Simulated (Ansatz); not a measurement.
# A family of molecules: the dipole moment

One atom is swapped for its congeners: Si(SeH)4; Ge(SeH)4; Sn(SeH)4. All are singlets with charge 0.

Shapes, held fixed at every level: PBE0-D4/def2-TZVP. Flexible molecules stand in one conformer, not always the lowest. Programs: Ansatz 0.2.0. Values in D.

```
               level  Si(SeH)4  Ge(SeH)4  Sn(SeH)4
   PBE-D4/def2-TZVPP      1.34      1.29      1.19
r2SCAN-D4/def2-TZVPP      1.49      1.43      1.32
 B3LYP-D4/def2-TZVPP      1.38      1.32      1.21
  wB97M-V/def2-TZVPP      1.46      1.39      1.27
```

At wB97M-V/def2-TZVPP the dipole moment falls at every step, from 1.46 to 1.27 D. Every level shows the same order. For atoms past krypton def2 sets carry core potentials with scalar relativity. Relativity is left out for Ge, Se unless named.
